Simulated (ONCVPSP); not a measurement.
# Varying the ONCV potential for cobalt

Base potential:

Co (Z = 27), optimised norm-conserving Vanderbilt (ONCV), made with ONCVPSP 4.0.1 (PBE, scalar-relativistic). Core [Ne] 3s2, reference 3p6 3d7 4s1 4p1. Waves: 4s: rc 2.45 bohr, ncon 5, nbas 10, qcut 2.6 1/bohr, 2 projectors, debl 0.6 Ha; 3p+4p: rc 1.70 bohr, ncon 3, nbas 6, qcut 7.1 1/bohr, 3 projectors, debl 1.5 Ha; 3d: rc 1.05 bohr, ncon 4, nbas 9, qcut 17.6 1/bohr, 2 projectors, debl 1.9 Ha. Local part: polynomial inside 0.85 bohr (lpopt 5, dvloc0 0 Ha). Core correction: polynomial model core, fcfact 0.5.

Cutoffs, loose and tight: the cutoffs (Ha) at which the residual kinetic energy of the hardest occupied pseudo-wave falls to 1 and 0.1 mHa per electron. They do not see the model core or the augmentation charge, which bear on the density cutoff. Test errors are all-electron minus pseudo excitation energies from the reference, over the configurations 3p6 3d7 4s2 4p0; 3p6 3d7 4s1 4p0; 3p6 3d7 4s0 4p0; 3p6 3d6 4s2 4p1. A dash means not determined; rows that change the core or the reference have their own tests.

A true bound ghost makes a file unfit for plane-wave use even where its test errors are small: the radial tests pick states by their node count and pass the ghost by.

```tsv
change	outcome	cutoff, loose	cutoff, tight	bound ghosts	GHOST(+) flags above zero	largest test error (meV)
base	generated	100 Ha	116 Ha	s	none	-60
p: rc 1.6	generated	100 Ha	116 Ha	s	none	-60
s: qcut 3.5; p: qcut 9.5; d: qcut 23.5	generated	159 Ha	185 Ha	s	d	-116
```

Question: What comes out with this change to the base: s: qcut 2?

Answer: outcome: generated; cutoff, loose: 100 Ha; cutoff, tight: 116 Ha; bound ghosts: s; GHOST(+) flags above zero: none; largest test error (meV): -19.
